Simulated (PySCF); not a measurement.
C2H4ClFOSi, SMILES F[Si@H](C(=O)C)Cl.

Geometry: PBE-D3(BJ)/def2-SVP. The structure was generated by enumeration; whether it is a known compound was not checked. One conformer was computed; it need not be the lowest.

Level of theory: PBE-D3(BJ)/def2-SVP (PySCF 2.14.0).

Frequencies are harmonic and unscaled.

Computed vibrational spectrum:
```tsv
mode	ν (cm⁻¹)	IR (km/mol)	moving atoms (share of kinetic energy)
1	24	4.2	O 35 %, C 27 %, H 13 %, Cl 12 %, F 10 %
2	94	1.7	Cl 33 %, F 22 %, O 15 %, Si 11 %, C 11 %, H 8 %
3	128	13.2	C 39 %, F 22 %, H 18 %, Cl 9 %
4	146	0.7	H 93 %
5	217	4.9	F 53 %, Cl 21 %, O 13 %
6	320	3.2	O 33 %, F 21 %, Si 18 %, C 14 %, Cl 10 %
7	382	33.6	Si 42 %, H 22 %, O 20 %, C 13 %
8	458	5.7	C 56 %, H 27 %
9	543	71.0	Si 45 %, Cl 33 %, H 11 %
10	618	2.5	C 41 %, H 26 %, Si 18 %, O 13 %
11	749	143.9	H 81 %, Si 14 %
12	776	35.2	H 84 %, F 13 %
13	877	153.8	F 44 %, Si 44 %, H 11 %
14	909	3.0	H 47 %, C 41 %, O 11 %
15	942	7.7	H 55 %, C 42 %
16	1127	33.4	C 65 %, H 30 %
17	1297	49.9	H 70 %, C 30 %
18	1371	18.2	H 95 %
19	1376	18.3	H 96 %
20	1728	107.4	C 60 %, O 39 %
21	2227	101.5	H 96 %
22	2962	0.0	H 97 %
23	3047	0.3	H 91 %, C 9 %
24	3096	4.1	H 90 %, C 10 %
```
